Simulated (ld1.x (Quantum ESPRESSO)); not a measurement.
# Rb: variants of one TM potential

Base potential:

- Element: Rb
- Generator: ld1.x (Quantum ESPRESSO) 7.5
- Type: norm-conserving Troullier–Martins (Kleinman–Bylander form)
- Functional: PBE
- Relativity: scalar-relativistic
- Frozen core: [Kr]
- Valence charge: 1
- Reference configuration: 5s1 5p0
- Partial waves: 5s (bound): rc 4.20 bohr; 5p (bound, empty): rc 4.15 bohr; 4d channel at 0.05 Ry: rc 3.65 bohr
- Local potential: the d channel
- Core correction: Bessel-smoothed model core inside 3.05 bohr

All-electron outer shells of the reference configuration (PBE, scalar-relativistic, ld1.x):

```json
{"shell": "4s", "level (eV)": "-31.89", "outermost node (bohr)": "0.62", "outermost maximum (bohr)": "1.25"}
{"shell": "4p", "level (eV)": "-15.96", "outermost node (bohr)": "0.64", "outermost maximum (bohr)": "1.42"}
{"shell": "5s", "level (eV)": "-2.23", "outermost node (bohr)": "1.79", "outermost maximum (bohr)": "4.38"}
{"shell": "5p", "level (eV)": "-0.75", "outermost node (bohr)": "2.21", "outermost maximum (bohr)": "6.21"}
```

Cutoffs, loose and tight: the cutoffs (Ry, on a coarse ladder) from which the occupation-weighted sum of valence levels, in a spherical-Bessel basis at the reference potential, stays within 10 and 1 mRy of its value at 400 Ry. They do not see the model core or the augmentation charge, which bear on the density cutoff. Test errors are all-electron minus pseudo excitation energies from the reference, over the configurations 5s0.5 5p0; 5s0 5p1. A dash means not determined; rows that change the core or the reference have their own tests.

A true bound ghost makes a file unfit for plane-wave use even where its test errors are small: the radial tests pick states by their node count and pass the ghost by.

```tsv
change	outcome	cutoff, loose	cutoff, tight	bound ghosts	largest test error (meV)
base	generated	6 Ry	6 Ry	s	-2.1
wave 5s (bound): rc 4.20 bohr becomes 5s (bound): rc 3.40 bohr	generated	6 Ry	6 Ry	s	-2.1
wave 5s (bound): rc 4.20 bohr becomes 5s (bound): rc 4.32 bohr	generated	6 Ry	6 Ry	s	-2.1
wave 5s (bound): rc 4.20 bohr becomes 5s (bound): rc 4.88 bohr	generated	6 Ry	6 Ry	s	-3.6
```

**Question.** What comes out with this change to the base: wave 5s (bound): rc 4.20 bohr becomes 5s (bound): rc 5.46 bohr?

**Answer.** outcome: generated; cutoff, loose: 6 Ry; cutoff, tight: 6 Ry; bound ghosts: s; largest test error (meV): -8.7.

**Question.** What comes out with this change to the base: wave 5s (bound): rc 4.20 bohr becomes 5s (bound): rc 2.72 bohr?

**Answer.** outcome: generated; cutoff, loose: 8 Ry; cutoff, tight: 12 Ry; bound ghosts: s; largest test error (meV): -3.8.

**Question.** What comes out with this change to the base: wave 5s (bound): rc 4.20 bohr becomes 5s (bound): rc 6.28 bohr?

**Answer.** outcome: generated; cutoff, loose: 6 Ry; cutoff, tight: 6 Ry; bound ghosts: s; largest test error (meV): -22.

Reading the sweep of the s radius (base included, trends over the rows without a ghost): Bound ghosts are found at 2.72, 3.4, 4.2, 4.32, 4.88, 5.46, 6.28 bohr. Every judged row has one, so this setting neither creates nor removes them.
